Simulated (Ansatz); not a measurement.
Frontier orbitals of `C[Si](C)(F)C#N`.

Charge 0, multiplicity 1. All single points use the PBE0-D4/def2-TZVP geometry. Basis def2-TZVPP, Ansatz 0.2.0.

Orbital energies of one run (eV). Highest occupied ones, from the top: -7.89, -8.25, -8.43, -8.63, -9.38, -9.94, -10.32, -10.32, -10.50, -10.93, -10.95, -12.15, -14.09, -17.47. Empty: -1.44, -1.09, -0.14, 1.13, 1.15, 1.34.

Problem. Which functional gave them?
A. BLYP
B. r2SCANh
C. ωB97X-V
D. CAM-B3LYP

Solution. A. HOMO energies: BLYP -7.89, ωB97X-V -11.78, CAM-B3LYP -10.79, r2SCANh -8.82 eV.
